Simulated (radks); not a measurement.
Radial electron density D(r) = 4 pi r^2 rho(r) of an atom or ion with 42 electrons. All-electron calculation, non-relativistic Kohn-Sham, exchange-only LDA, spin-polarised, spherical densities, point nucleus. Program: a radial shooting solver on a logarithmic mesh with Libxc functionals.

```
   r/bohr * D(r) (the largest magnitude, 66.7, reaches the edge; | marks zero)
 0.002093 | *
 0.002417 |  *
 0.002791 |   *
 0.003224 |    *
 0.003753 |     *
 0.004334 |      *
 0.005006 |        *
 0.005781 |           *
 0.006676 |             *
  0.00771 |                 *
 0.008976 |                    *
  0.01037 |                        *
  0.01197 |                             *
  0.01383 |                                 *
  0.01597 |                                    *
  0.01859 |                                        *
  0.02147 |                                          *
  0.02479 |                                           *
  0.02863 |                                           *
  0.03307 |                                         *
   0.0385 |                                       *
  0.04446 |                                     *
  0.05134 |                                     *
   0.0593 |                                      *
  0.06848 |                                          *
  0.07972 |                                               *
  0.09207 |                                                    *
   0.1063 |                                                      *
   0.1228 |                                                     *
   0.1418 |                                                *
   0.1638 |                                          *
   0.1907 |                                    *
   0.2202 |                                   *
   0.2543 |                                     *
   0.2937 |                                        *
   0.3392 |                                          *
   0.3949 |                                      *
    0.456 |                              *
   0.5267 |                     *
   0.6082 |              *
   0.7024 |          *
   0.8177 |         *
   0.9444 |         *
    1.091 |         *
     1.26 |        *
    1.455 |      *
    1.693 |   *
    1.956 |  *
    2.259 | *
    2.609 |*
    3.013 |*
    3.479 *
     4.05 *
    4.678 *
    5.402 *
    6.239 *
    7.205 *
    8.388 *
```

What is the nuclear charge?

Answer. Z = 43. The innermost maximum, from 1s, lies near 1/Z = 0.0233 bohr (found: 0.0256), and its height grows with Z. The density is that of the technetium ion Tc+ in [Kr] 4d5 5s1; the configuration itself is not fixed sharply by these data, and Z only to a few units. D(r) has 4 maxima, at r = 0.0256, 0.110, 0.334, 0.983 bohr, and minima at 0.0501, 0.217, 0.798 bohr, inside which lie 2.05, 11.18, 29.18 electrons.
